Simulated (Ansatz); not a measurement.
Start from `F/C=N/[SiH2]F` and change one atom or group to get `C=N[SiH2]F`.

Ansatz, PBE0-D4/def2-TZVP geometries, multiplicity 1. Each molecule was computed in one conformer, which needn't be the lowest.

| property | `F/C=N/[SiH2]F` |
| --- | --- |
| HOMO–LUMO gap (ωB97M-V/def2-TZVPP) / eV | 12.45 |
| LUMO energy (PBE/def2-TZVPP) / eV | -1.99 |
| zero-point energy (PBE0-D4/def2-TZVP) / kJ/mol | 115.9 |
| LUMO energy (PBE0/def2-TZVPP) / eV | -0.90 |
| size of the dipole moment (PBE/def2-TZVPP) / D | 0.65 |
| size of the dipole moment (ωB97M-V/def2-TZVPP) / D | 0.78 |

What does the change do to each property? (An estimate is asked.)

The calculation gave: 
```json
{"property": "HOMO–LUMO gap (ωB97M-V/def2-TZVPP) / eV", "`C=N[SiH2]F`": "10.92", "shift": "-1.53"}
{"property": "LUMO energy (PBE/def2-TZVPP) / eV", "`C=N[SiH2]F`": "-2.36", "shift": "-0.37"}
{"property": "zero-point energy (PBE0-D4/def2-TZVP) / kJ/mol", "`C=N[SiH2]F`": "133.8", "shift": "17.9"}
{"property": "LUMO energy (PBE0/def2-TZVPP) / eV", "`C=N[SiH2]F`": "-1.24", "shift": "-0.34"}
{"property": "size of the dipole moment (PBE/def2-TZVPP) / D", "`C=N[SiH2]F`": "1.11", "shift": "0.46"}
{"property": "size of the dipole moment (ωB97M-V/def2-TZVPP) / D", "`C=N[SiH2]F`": "1.25", "shift": "0.47"}
```

With PBE0 the HOMO rises by 1.14 eV and the LUMO falls by 0.34 eV, so the gap narrows by about 1.48 eV. PBE moves the HOMO by 1.07 eV and ωB97M-V by 1.17 eV. Dipoles are sizes alone; their direction can turn.
